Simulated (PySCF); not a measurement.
C₂BrCl₃, SMILES ClC(Cl)=C(Cl)Br. Atoms are numbered in the order given.

```xyz
6

Cl     2.0222    -0.9720     0.0000
C      0.2964    -1.0025     0.0000
Cl    -0.4132    -2.5787     0.0000
C     -0.4566     0.1189     0.0000
Cl    -2.1809     0.0623     0.0000
Br     0.3052     1.8459     0.0000
```

Coordinates come from a B3LYP-D3(BJ)/def2-SVP optimisation.

All values below come from PySCF with M06-2X/def2-TZVP.

Symmetry labels are those of the subgroup Cs that the program uses (full group Cs).

Computed valence orbital energies around the gap with their symmetry:
| orbital | symmetry | energy (eV) |
|---|---|---|
| HOMO−7 | A" | -12.19 |
| HOMO−6 | A' | -11.66 |
| HOMO−5 | A" | -11.32 |
| HOMO−4 | A' | -11.30 |
| HOMO−3 | A' | -10.96 |
| HOMO−2 | A" | -10.60 |
| HOMO−1 | A' | -9.87 |
| HOMO | A" | -8.47 |
| LUMO | A" | -0.31 |
| LUMO+1 | A' | -0.05 |
| LUMO+2 | A' | 0.71 |
| LUMO+3 | A' | 0.93 |
